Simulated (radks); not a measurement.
Spherical jellium clusters: N electrons in a uniform positive sphere of charge N and radius rs N^(1/3), rs = 3.9 bohr. Method: non-relativistic Kohn-Sham, LDA (Slater exchange, Perdew-Wang correlation), spin-polarised, spherical densities; computed with a radial shooting solver with Libxc functionals. Levels are named by radial order and angular momentum (1s, 1p, 1d, 2s, ...), and open shells are averaged over m.

N = 24, configuration 1s2 1p6 1d10 2s2 1f(up 4, down 0). This is the lowest configuration that the search found. Occupied and some empty levels:

level    occupation  eigenvalue (eV)  <r> (bohr)
1s up             1          -5.3812       7.070
1s down           1          -5.2284       6.806
1p up             3          -4.6784       8.227
1p down           3          -4.4686       8.107
1d up             5          -3.7590       9.051
1d down           5          -3.5214       9.018
2s up             1          -3.2070       7.285
2s down           1          -3.0908       7.434
1f up             4          -2.6676       9.779
1f down           0          -2.4219       9.812
2p up             0          -1.9654       8.961
2p down           0          -1.8473       9.048
1g up             0          -1.4496       10.54
1g down           0          -1.2131       10.66
2d up             0         -0.84462       11.28
2d down           0         -0.73268       11.52

Energy (eV): total -44.2910, kinetic 44.180, external -1650.4, Hartree 815.74, exchange-correlation -89.742, background 835.97.
